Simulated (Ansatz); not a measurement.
Species: NbF2, charge 0, multiplicity 4. The spin state was set by rule; other spins were not relaxed. 
Structure (B3LYP-D3(BJ)/def2-TZVP (Ansatz, a program for electronic structure) minimum search):
```xyz
3

Nb    -0.0678     0.0000     0.0000
F      0.1544     0.0000    -1.8728
F      0.1544     0.0000     1.8728
```
Charge 0, spin multiplicity 4.

Wanted: atomisation energy (electronic, to ground-state atoms), in kcal/mol. Valence correlation only, unless marked. Open shells are spin-unrestricted. Spin-orbit coupling is left out. Frozen are the shells of the preceding noble gas and the d and f shells that filled before the atom's block. Past Kr the def2 sets carry scalar-relativistic core potentials. The coupled-cluster limit lacks core correlation, which all-electron functionals hold. Basis-set limits of correlation are two-point, X^-3; Hartree-Fock from the larger set.

| level | program | atomisation energy (kcal/mol) |
|---|---|---|
| PBE0-D3(BJ)/def2-TZVP | Ansatz + dftd3 | 281.8 |
| CAM-B3LYP/def2-TZVPD | Ansatz | 297.0 |
| CCSD/def2-SVP | Ansatz | (withheld) |
| CCSD(T)/CBS(def2-TZVPP,def2-QZVPP) | Ansatz | (withheld) |

**Question.** What belongs in the gaps?

**Answer.** 
- CCSD/def2-SVP, atomisation energy (kcal/mol): 273.2
- CCSD(T)/CBS(def2-TZVPP,def2-QZVPP), atomisation energy (kcal/mol): 294.2
